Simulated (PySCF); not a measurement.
SMILES [SiH2]([SiH2]c1cccs1)C(C)C, GFN2-xTB optimised geometry.

```
24

C     -2.24    -1.85     1.19
C     -2.77    -0.56     1.79
C     -3.88     0.02     0.92
Si    -1.37     0.71     2.06
Si    -0.28     1.17     0.06
C      1.36     0.27     0.00
C      2.63     0.77     0.01
C      3.64    -0.21     0.00
C      3.14    -1.47     0.00
S      1.42    -1.47     0.00
H     -1.47    -2.29     1.82
H     -3.04    -2.59     1.08
H     -1.81    -1.67     0.20
H     -3.21    -0.80     2.77
H     -4.30     0.92     1.36
H     -3.51     0.26    -0.07
H     -4.69    -0.70     0.80
H     -0.47     0.15     3.08
H     -1.97     1.92     2.66
H      0.07     2.59    -0.14
H     -1.02     0.76    -1.15
H      2.83     1.83     0.01
H      4.69     0.01     0.00
H      3.66    -2.40     0.00
```

Density from PBE0/def2-SVP (PySCF) at that geometry.

Minimum of the electron density along straight lines between bonded atoms, close to the bond critical point (lines longer than 1.1 times the sum of covalent radii, or with two minima, are not listed):

```csv
bond,length / Å,ρ at the minimum / e bohr⁻³,∇²ρ there / e bohr⁻⁵,position (fraction from the first atom)
C1–C2,1.526,0.241,-0.54,0.50
C2–C3,1.526,0.241,-0.54,0.50
C2–Si4,1.916,0.111,0.29,0.62
Si5–C6,1.877,0.110,0.37,0.38
C6–C7,1.363,0.319,-0.80,0.51
C7–C8,1.411,0.296,-0.73,0.50
C8–C9,1.357,0.324,-0.82,0.49
C6–S10,1.737,0.208,-0.41,0.46
C9–S10,1.718,0.216,-0.47,0.47
C1–H11,1.088,0.277,-1.01,0.62
C1–H12,1.090,0.275,-1.00,0.62
C1–H13,1.089,0.275,-1.00,0.62
C2–H14,1.096,0.271,-0.95,0.62
C3–H15,1.088,0.276,-1.01,0.62
C3–H16,1.089,0.276,-1.00,0.62
C3–H17,1.090,0.275,-1.00,0.62
Si4–H18,1.473,0.115,0.31,0.49
Si4–H19,1.472,0.114,0.32,0.49
Si5–H20,1.469,0.115,0.32,0.49
Si5–H21,1.473,0.115,0.31,0.49
C7–H22,1.076,0.284,-1.09,0.63
C8–H23,1.076,0.283,-1.09,0.63
C9–H24,1.072,0.286,-1.12,0.64
```
